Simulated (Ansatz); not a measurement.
silicon atom (Si), triplet; B3LYP/def2-SV(P) in Ansatz (an electronic-structure program).

Ansatz was given this input:
Ansatz 0.2 input:
```yaml
crystal:
  periodic: [false, false, false]
  atoms:
    - {symbol: Si, position_ang: [0.00000000, 0.00000000, 0.00000000]}
basis:
  gaussian:
    orbitals: def2-SV_P_.json
hamiltonian:
  xc: b3lyp
magnetization: {spin_polarized: true, initial_magnetization: 2}
```
The basis file holds def2-SV(P) in the JSON format of the Basis Set Exchange.

Output, abridged:

```
Functional definition: B3LYP
98 factors; integrals over basis functions are off by at most 5.2e-5 eV
mean field evaluation 1: about -7872.0334 eV, gradient 2.0e0 eV
mean field evaluation 2: about -7872.0785 eV, gradient 5.5e-1 eV
mean field evaluation 4: about -7872.0818 eV, gradient 1.5e-1 eV
mean field evaluation 8: about -7872.0820 eV, gradient 2.9e-4 eV
mean field evaluation 16: about -7872.0820 eV, gradient 2.9e-3 eV
mean field -7872.08202504 eV, -289.2936785314 hartree, gradient 6.8e-5 eV, S^2 2.002729; 1 other end points of the search recorded, 0 dependent functions left out
reference -7872.08217340 eV, -289.2936839835 hartree; 8, 6 occupied and 10, 12 virtual orbitals, 98 factors
Total energy: -7872.08217340 eV, -289.2936839835 hartree
```
